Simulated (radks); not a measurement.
Species: Mn IV. Configuration: [Ar] 3d1 4p3 (not the ground configuration).

All-electron calculation, Dirac Kohn-Sham, PBE, spin-unpolarised, spherical densities, point nucleus; open shells fill j = l - 1/2 first. Program: a radial shooting solver on a logarithmic mesh with Libxc functionals.

Energy parts (hartree):
part                       energy
total                 -1153.33672
kinetic                1168.40914
electron-nucleus      -2704.23705
Hartree                 432.13242
exchange-correlation    -49.64123

Orbitals (lengths in bohr, moments of r in powers of bohr; <r^-3> diverges for s and p1/2):
orbital  occ.  eigenvalue (hartree)       <r^4>  <r^-3>
1s1/2       2             -238.7916  0.00006407       -
2s1/2       2             -30.05326     0.01482       -
2p1/2       2             -26.11590     0.01117       -
2p3/2       4             -25.73355     0.01162   408.3
3s1/2       2              -5.52924      0.8940       -
3p1/2       2              -4.37468       1.090       -
3p3/2       4              -4.32051       1.125   58.22
3d3/2       1              -2.48452       1.783   6.342
3d5/2       0              -2.47751       1.799   6.256
4p1/2       2              -1.15775       51.52       -
4p3/2       1              -1.14941       52.72   8.993

The highest occupied level is 4p3/2 at -31.277 eV. The configuration is held as typed, so some empty levels lie below it. Summed over all electrons, <r^2> = 25.83 bohr^2, which gives a Langevin (diamagnetic) susceptibility term of -20.5 x 10^-6 cm^3/mol.
